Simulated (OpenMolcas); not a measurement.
**V2+, Nb2+, Ta2+: d3 down the group**

```yaml
Program: OpenMolcas 26.06
Method: CASSCF
Basis: ANO-RCC-VTZP
Scalar_Hamiltonian: DKH2, point nucleus
Spin-orbit_coupling: state interaction with AMFI integrals over the reference wave functions, term energies averaged over their components
```

Active space for each ion: 3 electrons in 6 orbitals (d s).

Computed levels in cm-1 above 4F 3/2:

```tsv
Level	V2+	Nb2+	Ta2+
4F 5/2	161	523	2574
4F 7/2	383	1206	5122
4F 9/2	662	2010	7356
2G 7/2	14103	11613	13450
4P 1/2	15317	11289	15264
4P 5/2	15578	12228	16993
2P 1/2	18964	13530	9803
2H 9/2	19093	15864	20857
2H 11/2	19275	16243	20852
weight of 4F in the lowest level (%)	100	99	89
```

Mixed levels, with the weight of the term that names them: Ta2+ 2H 9/2 (61 %).

Measured, with the error of the calculation in %. Measured levels: V2+ from Sugar and Corliss, J. Phys. Chem. Ref. Data 7, 1191 (1978); Nb2+ from the list in Shadmi, J. Res. Natl. Bur. Stand. 70A, 435 (1966).

| Level | V2+ | Nb2+ |
| --- | --- | --- |
| 4F 5/2 | 146 (+10.8) | 516 (+1.5) |
| 4F 7/2 | 342 (+12.2) | 1177 (+2.5) |
| 4F 9/2 | 584 (+13.4) | 1939 (+3.7) |
| 2G 7/2 | 11966 (+17.9) | 9236 (+25.7) |
| 4P 1/2 | 11514 (+33.0) | 8664 (+30.3) |
| 4P 5/2 | 11770 (+32.4) | 9594 (+27.5) |
| 2P 1/2 | 15580 (+21.7) |  |
| 2H 9/2 | 16811 (+13.6) | 12916 (+22.8) |
| 2H 11/2 | 16978 (+13.5) | 13264 (+22.5) |

The fine-structure level 4F 9/2 changes by a factor of 11.1 from V2+ to Ta2+.

Without spin-orbit coupling 2G lies 13855, 10799, 9105 cm-1 above 4F in that order; the difference to the level 2G 7/2, of either sign, comes from spin-orbit coupling, which also lowers the zero.

Without dynamic correlation excited terms often stand tens of per cent too high (terms of higher spin than the ground term too low), and those without a measured partner can miss by more than the paired ones. Configurations are named by rounded mean occupations; where the s occupation lies near a half they are strongly mixed, a name can repeat and a true partner stay unpaired (holds for Ta2+). Measured partners are found by configuration, term and J. A level has none where our copy of the source lacks it or the pairing is in doubt (some pairs that miss far off the trend of their configuration count as doubtful), and it then counts in no deviation. Only configurations of the active space appear.
